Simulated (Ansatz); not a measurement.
Process, species as SMILES: C=C(C)C [2-methylprop-1-ene] + 2 C (CH4) → C=C (C2H4) [ethene] + 2 CC (C2H6) [ethane]
Each molecule is optimised on its own at B3LYP-D3(BJ)/def2-TZVP (Ansatz, a quantum-chemistry and plane-wave program).

Quantity: bond separation energy (electronic energy difference), in kcal/mol. Cores are frozen in the correlated levels unless marked. Spin-orbit coupling is left out. No relativistic terms. CBS(X,Y): correlation extrapolated as X^-3; Hartree-Fock from the larger set. The bracket is a focal-point correction in the basis named.

| level | program | bond separation energy (kcal/mol) |
|---|---|---|
| HF/6-31G* | Ansatz | 7.4 |

Question: Predict the RI-MP2/CBS(cc-pVTZ,cc-pVQZ)+[CCSD(T)-MP2]/cc-pVTZ result (Ansatz).

Answer: 10.4 kcal/mol, so HF/6-31G* differs from it by -3.0 kcal/mol.
